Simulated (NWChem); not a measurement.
System: CH$_{3}$ClMg; SMILES [Mg]([Cl])[CH3]

Program: NWChem. Medium grid unless said otherwise, to which SCAN and Minnesota functionals are sensitive. All runs use the structure optimised with PBE-D3(BJ)/def2-SVP. Hybrids' shares of exact exchange are those that their runs print; pure functionals count as 0. The functionals differ in more than this share.

```
row                share of exact exchange  orbital gap (eV)
-----------------  -----------------------  ----------------
PBE/def2-SVP                          0.00              4.70
HCTH/407/def2-SVP                     0.00              4.64
B3LYP/def2-SVP                        0.20              6.08
MPW1K/def2-SVP                        0.43              7.92
MN15/def2-SVP                         0.44              7.72
M06-2X/def2-SVP                       0.54          withheld
```

Question: Fit a straight line of the last column on the one before it, predict the withheld value, and compare with the run.

Answer: 
1. Means of the 5 shown rows: x = 0.214, y = 6.212. Slope Σ(x − x̄)(y − ȳ)/Σ(x − x̄)² = 1.372/0.1895 = 7.237; intercept 4.663.
2. The shown rows scatter about the line by 0.090 (root mean square); the largest residual is +0.15, at MPW1K/def2-SVP.
3. At x = 0.54 (M06-2X/def2-SVP; beyond the shown range) the line gives 8.57.
4. The run gives 8.13, -0.44 from the line, 4.9 times the scatter.
